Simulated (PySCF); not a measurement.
HfO₂, SMILES [O]=[Hf]=[O], multiplicity 1.

Geometry optimised at PBE-D3(BJ)/def2-TZVP. The multiplicity is an assumed one; other spin states were not compared. The isomer is the one that the SMILES or the coordinates give; other isomers of the formula were not compared. The def2 effective core potentials stand for the cores of Hf; spin–orbit coupling is left out.

All values below come from PySCF with HF/def2-TZVPD.

Gas-phase values at a fixed geometry.

Computed frontier levels, gap, dipole moment and polarisability:
```
Item                                                                                                             Value
---------------------------------------------------------------------------------------------  -----------------------
highest occupied level                                                                                       -10.31 eV
lowest empty level                                                                                            -1.59 eV
orbital gap                                                                                                    8.72 eV
dipole moment                                                                                                  10.08 D
quadrupole, principal values (traceless, Buckingham form, about the centre of nuclear charge)  -18.22, 4.43, 13.79 D·Å
mean static polarisability                                                                        37.6 bohr³ (5.58 Å³)
polarisability, principal values                                                                27.7, 35.2, 50.0 bohr³
```
